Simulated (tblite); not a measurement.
C₃H₆Cl₂OSi.
Atom-mapped SMILES: `[Cl:1][CH:2]([Cl:3])[C@H:4]1[O:5][CH2:6][SiH2:7]1` (hydrogens: H8 on C2; H9 on C4; H10, H11 on C6; H12, H13 on Si7)

The geometry is computed with GFN2-xTB (gas phase).

**Question.** List the bond lengths, angles and torsions at this level.

**Answer.** 
```csv
bond,length (pm)
Cl1–C2,177.4
C2–Cl3,178.0
C2–C4,151.3
C4–O5,142.8
O5–C6,143.8
C6–Si7,192.3
C4–Si7,193.3
C2–H8,109.1
C4–H9,109.5
C6–H10,109.5
C6–H11,109.2
Si7–H12,145.7
Si7–H13,145.8
```

A selection of angles:
```csv
angle,degrees
Cl1–C2–Cl3,109.3
Cl1–C2–C4,109.5
Cl1–C2–H8,107.6
Cl3–C2–C4,112.0
Cl3–C2–H8,106.8
C4–C2–H8,111.5
C2–C4–O5,110.7
C2–C4–Si7,115.2
C2–C4–H9,109.2
O5–C4–Si7,92.5
O5–C4–H9,109.8
Si7–C4–H9,118.1
C4–O5–C6,103.1
O5–C6–Si7,92.6
O5–C6–H10,110.2
O5–C6–H11,109.5
Si7–C6–H10,116.9
Si7–C6–H11,118.4
H10–C6–H11,108.1
C6–Si7–H12,116.6
C6–Si7–H13,116.0
C4–Si7–C6,71.2
C4–Si7–H12,116.0
C4–Si7–H13,113.3
H12–Si7–H13,116.0
```

Torsions: Cl1–C2–C4–O5 -165° (antiperiplanar); C2–C4–O5–C6 112° (anticlinal); C4–O5–C6–Si7 7° (synperiplanar); O5–C6–Si7–C4 -5° (synperiplanar); C2–C4–Si7–C6 -109° (anticlinal).

O5 (cyclic ether oxygen) is bent (angle 103.1°). The 4-membered ring C4–O5–C6–Si7 has internal angles of 71.2° to 103.1°; it is slightly puckered (a soft mode that the optimisation may not have finished), 0.04 Å rms from its mean plane, widest ring torsion 7°. Si7 (SiH2 silicon) has angles from 71.2° to 116.6°.

Point group: C1 (no symmetry element, even within 0.4 Å). Its GFN2-xTB frequencies are all real (lowest 50 cm⁻¹). The numbers are those of one conformer. 2 starts were optimised and ended at 0.00 and 1.28 kcal/mol (GFN2-xTB); the lowest of these is shown.
